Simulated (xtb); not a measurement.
C₂H₇NOSe, SMILES O[Se]N(C)C. All values are semi-empirical tight-binding results from xtb (GFN2-xTB unless named), good for trends rather than for accurate numbers. Geometry optimised at GFN2-xTB. One conformer was computed; it need not be the lowest.

Optimised geometry:

```xyz
12

Se     0.6645     0.2992     0.4261
O      0.1575     1.9798     0.0045
H     -0.5752     2.2599     0.5608
N     -0.7385    -0.5669    -0.4085
C     -1.5066    -1.4793     0.4111
C     -0.4543    -1.1022    -1.7235
H     -2.4868    -1.6192    -0.0503
H     -1.0337    -2.4631     0.5166
H     -1.6438    -1.0446     1.3999
H      0.0720    -2.0639    -1.6923
H     -1.3986    -1.2434    -2.2538
H      0.1473    -0.3791    -2.2708
```
Charge 0, spin multiplicity 1.

Computed properties:
```
Quantity                                           Value
-----------------------------------------  -------------
orbital gap                                      3.78 eV
zero-point energy                          58.1 kcal/mol
G − E(el) at 298.15 K (modified RRHO)      37.9 kcal/mol
static polarisability (D4 model)              69.2 bohr³
solvation energy, GFN2-xTB/ALPB(water)     -5.0 kcal/mol
solvation energy, GFN2-xTB/ALPB(methanol)  -6.5 kcal/mol
```

Computed atomic charges and the Wiberg bond orders between heavy atoms:
charges (e) Se1 0.05, O2 -0.40, H3 0.31, N4 -0.15, C5 -0.03, C6 -0.03, H7 0.05, H8 0.03, H9 0.05, H10 0.03, H11 0.04, H12 0.06. Bond orders Se1–O2 1.25, Se1–N4 1.18, N4–C5 1.02, N4–C6 1.02.
